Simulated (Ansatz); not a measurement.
Basis-set extrapolation for `CNB(C)[SiH3]` (PBE0-D4/def2-TZVP geometry, frozen core, the Gaussian-basis code of Ansatz). Multiplicity 1, RHF reference.

```tsv
	def2-TZVPP	def2-QZVPP
HF	-449.728257	-449.744901
MP2 correlation	-0.798908	-0.851340
CCSD(T) correlation	-0.895727	not run
```

Energies in hartree. Use E(X) = E(∞) + A·exp(−7.88·√X) for Hartree–Fock and E(X) = E(∞) + B·X^(−2.97) for correlation, with X = 3 and 4, and add CCSD(T) minus MP2 of the smaller set to the MP2 limit.

Question: What is the CCSD(T) energy at the basis-set limit?

Answer: HF limit: -449.744901 + (-0.016644) × 0.13774 = -449.74719. MP2 limit: -0.851340 + (-0.052432) × 0.74074 = -0.89018. Higher-order term: -0.895727 − (-0.798908) = -0.09682. Total: -450.73419 hartree, 289.3 kJ/mol below CCSD(T)/def2-TZVPP.
